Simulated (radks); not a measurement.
The mercury ion Hg+, configuration [Xe] 4f14 5d9 6s1 6d1 (not the ground configuration). All-electron calculation, scalar-relativistic Kohn-Sham, PBE, spin-unpolarised, spherical densities, finite nucleus; Fermi nuclear charge, rms radius 5.4648 fm. Program: a radial shooting solver on a logarithmic mesh with Libxc functionals.

Normalised radial functions P(r) = r R(r), r in bohr:

r             4f       6d
0.001667  0.0000   0.0000
0.002738  0.0000   0.0000
0.00446   0.0000   0.0001
0.007266  0.0000   0.0004
0.01184   0.0003   0.0013
0.01944   0.0016   0.0045
0.03166   0.0088   0.0135
0.05158   0.0425   0.0333
0.08403   0.1702   0.0588
0.138     0.5321   0.0490
0.2248    1.1272  -0.0370
0.3662    1.4818  -0.0900
0.5966    1.1048   0.0372
0.9796    0.4223   0.1701
1.596     0.0716   0.0624
2.6       0.0039  -0.2171
4.235     0.0000  -0.4400
6.955     0.0000  -0.3676
11.33     0.0000  -0.0952
18.46     0.0000  -0.0044

4f: eigenvalue -113.74 eV, 0 radial nodes, <r> = 0.482 bohr, 90 % of the charge inside 0.771 bohr. 6d: eigenvalue -4.167 eV, 3 radial nodes at r = 0.189, 0.540, 1.81 bohr, <r> = 5.68 bohr, 90 % of the charge inside 8.37 bohr.
